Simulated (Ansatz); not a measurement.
Ansatz (an electronic-structure program) input (B3LYP-D3(BJ)/def2-TZVP):

Ansatz 0.2 input:
```yaml
crystal:
  periodic: [false, false, false]
  atoms:
    - {symbol: C, position_ang: [-1.07827983, -0.21818205, 1.29548282]}
    - {symbol: C, position_ang: [-0.62244567, -0.16260965, -0.16265356]}
    - {symbol: C, position_ang: [-1.45052317, 0.89722920, -0.91018474]}
    - {symbol: C, position_ang: [-0.86530582, -1.53218809, -0.82002224]}
    - {symbol: C, position_ang: [0.82520789, 0.18073715, -0.31478171]}
    - {symbol: C, position_ang: [1.72986557, 0.45763545, 0.68604613]}
    - {symbol: C, position_ang: [3.04543714, 0.76602879, 0.45825908]}
    - {symbol: H, position_ang: [-0.52239675, -0.97406962, 1.84536479]}
    - {symbol: H, position_ang: [-0.93971175, 0.74492714, 1.78111399]}
    - {symbol: H, position_ang: [-2.13515504, -0.47256278, 1.34196393]}
    - {symbol: H, position_ang: [-2.50909039, 0.65097457, -0.86222035]}
    - {symbol: H, position_ang: [-1.30106311, 1.87741671, -0.46286192]}
    - {symbol: H, position_ang: [-1.15476955, 0.94812577, -1.95552923]}
    - {symbol: H, position_ang: [-1.91945314, -1.79551568, -0.76442504]}
    - {symbol: H, position_ang: [-0.28780960, -2.30201143, -0.31285355]}
    - {symbol: H, position_ang: [-0.56881519, -1.51358133, -1.86623993]}
    - {symbol: H, position_ang: [1.18093313, 0.21114737, -1.33650473]}
    - {symbol: H, position_ang: [1.39386780, 0.43319205, 1.71368041]}
    - {symbol: H, position_ang: [3.72213688, 0.97664566, 1.26593543]}
    - {symbol: H, position_ang: [3.44242687, 0.80579425, -0.54096192]}
basis:
  gaussian:
    orbitals: def2-TZVP
hamiltonian:
  xc: b3lyp
  dispersion: d3bj
magnetization: {spin_polarized: true, initial_magnetization: 1}
relax: {f_tol: 0.002, max_steps: 150}
```

End of the output:

```
mean field -7472.97490506 eV, -274.6267623967 hartree, gradient 2.3e-5 eV, S^2 0.776007; 0 other end points of the search recorded, 0 dependent functions left out
the calculation of the forces begins
reference -7472.97524726 eV, -274.6267749721 hartree; 28, 27 occupied and 267, 268 virtual orbitals, 1832 factors
relax step   8: F+E_penalty+E_count = -7473.77955952 eV  Δ(F+E_penalty+E_count) = -3.164e-6 eV  max|allowed force component| = 3.729e-3 eV/Å  Δτ_max = 0.0018 Å  (39 SCF iters, accepted)
these checks for a lower state are left out or cut short: starts, cluster_reference, orbital_swaps, neighbouring_geometries, increment
integrals: 0.29 GiB planned
1832 factors; their error is unknown
0.41 GiB of the device are held for the grids
2.01 GiB of device memory are held for the factors and their scratch space
mean field: 2.51 GiB planned
mean field -7472.97492600 eV, -274.6267631662 hartree, gradient 2.3e-5 eV, S^2 0.776008; 0 other end points of the search recorded, 0 dependent functions left out
the calculation of the forces begins
reference -7472.97526820 eV, -274.6267757419 hartree; 28, 27 occupied and 267, 268 virtual orbitals, 1832 factors
relax step   9: F+E_penalty+E_count = -7473.77956242 eV  Δ(F+E_penalty+E_count) = -2.896e-6 eV  max|allowed force component| = 1.838e-3 eV/Å  Δτ_max = 0.0034 Å  (38 SCF iters, accepted)
integrals: 0.29 GiB planned
1832 factors; their error is unknown
0.41 GiB of the device are held for the grids
2.01 GiB of device memory are held for the factors and their scratch space
mean field: 2.51 GiB planned
mean field evaluation 96: about -7472.9749 eV, gradient 8.8e-2 eV
mean field -7472.97492600 eV, -274.6267631662 hartree, gradient 2.3e-5 eV, S^2 0.776008; 1 other end points of the search recorded, 0 dependent functions left out
the calculation of the forces begins
reference -7472.97526820 eV, -274.6267757419 hartree; 28, 27 occupied and 267, 268 virtual orbitals, 1832 factors
Total energy: -7473.77990462 eV, -274.6563455848 hartree
Atom 0 at    -1.073036    -0.212389     1.297327 Å, force     0.001552     0.000628     0.000418 eV/Å
Atom 1 at    -0.627197    -0.161315    -0.166709 Å, force    -0.001838    -0.000262    -0.000811 eV/Å
Atom 2 at    -1.464143     0.895671    -0.915045 Å, force     0.001058    -0.000369     0.000788 eV/Å
Atom 3 at    -0.870804    -1.536994    -0.819166 Å, force     0.001079     0.000284     0.000863 eV/Å
Atom 4 at     0.827594     0.187488    -0.322220 Å, force    -0.000272     0.000121     0.000290 eV/Å
Atom 5 at     1.740465     0.452195     0.677900 Å, force     0.001524    -0.000273     0.000604 eV/Å
Atom 6 at     3.068660     0.768301     0.467178 Å, force     0.000213    -0.001000    -0.000145 eV/Å
Atom 7 at    -0.516361    -0.965028     1.858482 Å, force    -0.000220    -0.000265    -0.000288 eV/Å
Atom 8 at    -0.936122     0.751523     1.790652 Å, force    -0.000121     0.000005    -0.000331 eV/Å
Atom 9 at    -2.132275    -0.469065     1.355418 Å, force    -0.000876    -0.000163     0.000078 eV/Å
Atom 10 at    -2.526239     0.642517    -0.872908 Å, force    -0.000471    -0.000118    -0.000161 eV/Å
Atom 11 at    -1.328704     1.883579    -0.471886 Å, force    -0.000142    -0.000122    -0.000040 eV/Å
Atom 12 at    -1.172158     0.953512    -1.965501 Å, force    -0.000036    -0.000066    -0.000290 eV/Å
Atom 13 at    -1.931025    -1.797902    -0.777220 Å, force    -0.000506    -0.000101    -0.000069 eV/Å
Atom 14 at    -0.304864    -2.316179    -0.306030 Å, force    -0.000086     0.000298    -0.000102 eV/Å
Atom 15 at    -0.565410    -1.532136    -1.867388 Å, force    -0.000127     0.000094    -0.000358 eV/Å
Atom 16 at     1.181689     0.231560    -1.349916 Å, force     0.000442     0.000300    -0.000213 eV/Å
Atom 17 at     1.398743     0.411087     1.706989 Å, force    -0.000935     0.000248     0.000098 eV/Å
Atom 18 at     3.737936     0.965952     1.292182 Å, force     0.000106     0.000289     0.000073 eV/Å
Atom 19 at     3.478306     0.826755    -0.533529 Å, force    -0.000343     0.000470    -0.000406 eV/Å
Dipole moment:    -0.113671    -0.028317    -0.013137 e Å
```

It need not be the lowest isomer of its formula.
